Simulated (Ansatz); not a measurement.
Geometry optimisation, Ansatz, RKS PBE/def2-SVP.

input.yaml

```yaml
crystal:
  periodic: [false, false, false]
  atoms:
    - { symbol: Sn, position_ang: [0.0, 0.0, 0.0] }
    - { symbol: H, position_ang: [0.0, 0.0, 1.74] }
    - { symbol: C, position_ang: [2.0274, 0.0, -0.716] }
    - { symbol: H, position_ang: [2.3751, -1.0463, -0.8441] }
    - { symbol: H, position_ang: [2.076, 0.5276, -1.6913] }
    - { symbol: H, position_ang: [2.6794, 0.5187, 0.0175] }
    - { symbol: C, position_ang: [-1.0126, 1.7544, -0.716] }
    - { symbol: H, position_ang: [-2.0653, 1.5008, -0.9603] }
    - { symbol: H, position_ang: [-0.9943, 2.5391, 0.069] }
    - { symbol: H, position_ang: [-0.5023, 2.131, -1.6269] }
    - { symbol: H, position_ang: [-0.8195, -1.4198, -0.5794] }
basis:
  gaussian: { orbitals: def2-SVP }
hamiltonian:
  xc: pbe
relax:
  f_tol: 0.02
  max_steps: 40
```

Command:

```bash
$ ansatz run input.yaml --threads 1 --pin off --max-ram 2048MiB --backend cpu --events-out ev --progress --plain --runs-dir out
```

Question: Where does it end, and by what steps?

Answer: The run converged. The force dipped under the threshold on the way, but the program's further checks kept it going. After 12 steps the energy has fallen by 0.042 eV; H8 moved furthest, 0.59 Å.

```
step  energy less start (eV)  largest force component (eV/Å)  accepted
   0                  0.0000                           0.303       yes
   1                 -0.0150                           0.100       yes
   2                 -0.0223                           0.040       yes
   3                 -0.0303                           0.017       yes
   4                 -0.0115                           0.631        no
   5                 -0.0341                           0.026       yes
   6                 -0.0362                           0.175       yes
   7                 -0.0393                           0.064       yes
   8                 -0.0315                           0.366        no
   9                 -0.0406                           0.018       yes
  10                 -0.0416                           0.110       yes
  11                 -0.0421                           0.056       yes
  12                 -0.0425                           0.014       yes
```

```xyz
11
Properties=species:S:1:pos:R:3
Sn -0.033 -0.058 -0.109
H -0.180 -0.301 1.604
C 2.071 0.017 -0.656
H 2.571 -0.931 -0.379
H 2.173 0.170 -1.748
H 2.568 0.852 -0.128
C -1.024 1.795 -0.671
H -2.101 1.742 -0.421
H -0.571 2.645 -0.126
H -0.916 1.967 -1.759
H -0.796 -1.393 -0.915
```

Whether the end is a true minimum wasn't checked by a vibrational analysis.

Time of the run: 38 s on 1 thread of Arm Neoverse V1, with other jobs on the host, peak memory 0.12 GiB.
